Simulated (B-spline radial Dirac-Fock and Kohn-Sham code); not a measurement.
System: the free thulium atom, 1s2 2s2 2p6 3s2 3p6 3d10 4s2 4p6 4d10 4f13 5s2 5p6 6s2. Calculated with a radial finite-basis atomic code, using Dirac-Hartree-Slater photoionisation with all multipoles and Dirac-Fock thresholds.

Task: Which of the sources Mg Kα (1253.6 eV), Al Kα (taken as 1486.9 eV), Ag Lα (2984.4 eV), Cr Kα (5414.7 eV), Cu Kα (8047.8 eV), Ga Kα (9251.7 eV), Mo Kα (17479.3 eV), Ag Kα (22162.9 eV) can ionise the 3d5/2 level, and how does the cross section change among them?

Result: The computed threshold is 1468.4 eV, above Mg Kα; the others can ionise it. Cross sections: Al Kα 566 kb, Ag Lα 136 kb, Cr Kα 21.7 kb, Cu Kα 5.82 kb, Ga Kα 3.59 kb, Mo Kα 0.357 kb, Ag Kα 0.144 kb. From the first to the last it falls by a factor of 3900.
